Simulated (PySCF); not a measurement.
Cl₂HIn. Atoms are numbered in the order given.

```xyz
4

In     0.0000     0.0000    -0.5037
H      0.0000     0.0000    -2.1977
Cl     0.0000    -1.9161     0.7906
Cl     0.0000     1.9161     0.7906
```
Charge 0, spin multiplicity 1.

Geometry optimised at PBE0-D3(BJ)/def2-TZVP. The def2 effective core potentials stand for the cores of In; spin–orbit coupling is left out.

Calculation: PBE0-D3(BJ)/def2-TZVP (PySCF).

Frequencies are harmonic and unscaled.

Computed harmonic wavenumbers and intensities:
| mode | ν (cm⁻¹) | IR (km/mol) | moving atoms (share of kinetic energy) |
|---|---|---|---|
| 1 | 101 | 8.1 | Cl 78 %, In 22 % |
| 2 | 362 | 140.4 | Cl 59 %, In 30 %, H 11 % |
| 3 | 367 | 22.3 | Cl 84 %, In 16 % |
| 4 | 379 | 43.0 | H 93 % |
| 5 | 466 | 41.5 | H 87 %, Cl 12 % |
| 6 | 1909 | 90.2 | H 99 % |
